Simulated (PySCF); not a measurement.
**Indium: highly charged ions in a basis for the neutral atom**

In(12+) [Kr] 4d1, In(13+) [Kr]. All numbers are calculated (PySCF 2.14, a scalar-relativistic core potential, in cc-pVTZ-PP with ECP28MDF (5s4p3d1f, 39 functions)). No spin-orbit coupling, so a gap to NIST mixes the basis error with missing relativistic terms.

Changed run: basis of the neutral atom used for a highly charged ion. This setting is unsound on purpose.

```tsv
species	method	sound run (hartree)	changed run (hartree)	converged
In(12+)	UHF	not run	-141.91898	yes
In(12+)	LDA	not run	-142.00916	yes
In(12+)	r2SCAN	not run	-142.38187	yes
In(13+)	UHF	not run	-132.81273	yes
In(13+)	LDA	not run	-132.88115	yes
In(13+)	r2SCAN	not run	-133.24266	yes
```

Ionisation energy of In(12+):

```csv
method,changed run (eV),NIST (eV)
UHF,247.79,249 ± 3
LDA,248.39,249 ± 3
r2SCAN,248.69,249 ± 3
```

The contracted functions were made for the neutral atom and can be too rigid for a highly charged ion.
